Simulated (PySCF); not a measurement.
# Exercise with solution: entropy of an ideal gas

ClHSSi, SMILES S[Si]Cl (connectivity only; charge and spin as stated), neutral, multiplicity 1.

Geometry: PBE0-D3(BJ)/def2-TZVP. One conformer was computed; it need not be the lowest.

PBE0-D3(BJ)/def2-TZVP (PySCF 2.14.0) gives the harmonic wavenumbers 180, 402, 506, 512, 755, 2694 cm⁻¹ and the rotational temperatures 0.6246, 0.1381, 0.1131 K. The molar mass is 96.60 g/mol, the symmetry number 1, the spin multiplicity 1.

Problem. Work out the entropy at 298.15 K and 1 atm in the rigid-rotor, harmonic-oscillator model.

Solution. 
Translation (Sackur–Tetrode at 1 atm): S = R[1.5 ln M + 2.5 ln T − 1.16487] = 165.7 J/(mol K).
Rotation: q = (√π/σ) T^1.5/√(θA θB θC) = 92400, S = R[ln q + 3/2] = 107.5 J/(mol K).
Vibration: with u = 1.4388 ν/T, each mode gives R[u/(e^u − 1) − ln(1 − e^−u)]:
| ν (cm⁻¹) | modes | u | S (J/(mol K)) |
|---|---|---|---|
| 180 | 1 | 0.87 | 9.74 |
| 402 | 1 | 1.94 | 4.00 |
| 506 | 1 | 2.44 | 2.69 |
| 512 | 1 | 2.47 | 2.63 |
| 755 | 1 | 3.64 | 1.03 |
The stiffer modes add less than 0.005 each. Sum 20.1 J/(mol K).
Spin: R ln 1 = 0.0 J/(mol K).
Total 293.4 J/(mol K); the program's own thermochemistry gives 293.4. Translation makes up 56 % and vibration 7 %. Anharmonicity, hindered rotation and orbital degeneracy are left out.
